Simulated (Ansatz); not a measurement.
A structure relaxed at r2SCAN-D4/def2-TZVPD in Ansatz, charge -1, doublet:

```csv
atom,x (Å),y (Å),z (Å)
Zn1,-0.848,1.559,1.004
I2,1.619,0.192,-1.007
I3,-0.771,-1.751,0.003
```

Question: Give its formula and point group.

Answer: ZnI₂⁻. Point group C2v (tolerance 0.1 Å).

Question: Summarise the bond lengths by kind (pairs closer than 1.2 times the sum of covalent radii, bridged metal pairs left out).

Answer: 1 × I–I 3.24 Å.

In the def2 sets I takes a core potential; there is no spin–orbit coupling. In the doublet, I2 and I3 lie 3.24 Å apart (atoms count from 1), so these atoms are partly bonded to each other. The relaxation made no stability test and no search for a lower SCF solution. Another isomer (doublet) lies 1.43 eV lower at PBE0-D4/def2-TZVPD; other spin states weren't run for this one.
